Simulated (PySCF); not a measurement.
`C#C[SiH2]O[SiH2][SiH2]F`, C2H7FOSi3

Molfile (atoms numbered from 1):
```
C2H7FOSi3
     RDKit          3D

 14 13  0  0  0  0  0  0  0  0999 V2000
    2.7688    1.3190   -0.3481 C   0  0  0  0  0  0  0  0  0  0  0  0
    2.2990    0.3916    0.2557 C   0  0  0  0  0  0  0  0  0  0  0  0
    1.5701   -1.0435    1.1754 Si  0  0  0  0  0  4  0  0  0  0  0  0
    0.0641   -1.2967    0.6344 O   0  0  0  0  0  0  0  0  0  0  0  0
   -1.3882   -1.0821   -0.0609 Si  0  0  0  0  0  4  0  0  0  0  0  0
   -1.9672    1.1224    0.1932 Si  0  0  0  0  0  4  0  0  0  0  0  0
   -3.5332    1.2265   -0.2090 F   0  0  0  0  0  0  0  0  0  0  0  0
    3.1836    2.1302   -0.8752 H   0  0  0  0  0  0  0  0  0  0  0  0
    2.3146   -2.2661    0.8803 H   0  0  0  0  0  0  0  0  0  0  0  0
    1.4487   -0.7096    2.5950 H   0  0  0  0  0  0  0  0  0  0  0  0
   -2.2349   -2.0616    0.6329 H   0  0  0  0  0  0  0  0  0  0  0  0
   -1.2266   -1.5220   -1.4548 H   0  0  0  0  0  0  0  0  0  0  0  0
   -1.3457    2.0992   -0.7031 H   0  0  0  0  0  0  0  0  0  0  0  0
   -1.9539    1.6923    1.5422 H   0  0  0  0  0  0  0  0  0  0  0  0
  1  2  3  0
  2  3  1  0
  3  4  1  0
  4  5  1  0
  5  6  1  0
  6  7  1  0
  1  8  1  0
  3  9  1  0
  3 10  1  0
  5 11  1  0
  5 12  1  0
  6 13  1  0
  6 14  1  0
M  END
```

Computed with PySCF, GIAO B3LYP/pcSseg-1 magnetisability, rotational g tensor and spin-rotation constants, non-relativistic, gas phase. Geometry: GFN2-xTB.

Q: What are the magnetisability and the molar susceptibility?

A: Isotropic -1180 × 10⁻³⁰ J/T², or -71.1 × 10⁻⁶ cm³/mol; principal values -1394, -1102, -1045 × 10⁻³⁰ J/T², anisotropy 324 × 10⁻³⁰ J/T² (root of half the summed squared differences of the principal values). The susceptibility is in cgs units.

Q: Split it along the inertial axes a, b, c into diamagnetic and paramagnetic parts about the centre of mass, with the quadrupole moment.

A: 
| axis | χ (10⁻⁶ cm³/mol) | diamagnetic (10⁻⁶ cm³/mol) | paramagnetic (10⁻⁶ cm³/mol) | summed x² of all electrons (Å²) | quadrupole Θ (D Å) |
| --- | --- | --- | --- | --- | --- |
| a | -82.4 | -654.8 | 572.3 | 356.5 | -9.11 |
| b | -66.6 | -1661.3 | 1594.7 | 119.3 | +7.93 |
| c | -64.2 | -2018.7 | 1954.5 | 35.0 | +1.19 |

Anisotropies 2χaa − χbb − χcc = -34.1 and 2χbb − χaa − χcc = +13.4 × 10⁻⁶ cm³/mol. Θ is traceless in Buckingham's convention.

Q: And the rotational g tensor?

A: 
```csv
axis,rotational constant (GHz),g,nuclear part,electronic part
a,2.2982,-0.0306,0.5873,-0.6179
b,0.7263,-0.0185,0.5256,-0.5442
c,0.5927,-0.0147,0.5295,-0.5442
```
Asymmetric top; isotopes 12C, 19F, 1H, 16O, 28Si; no vibrational averaging.
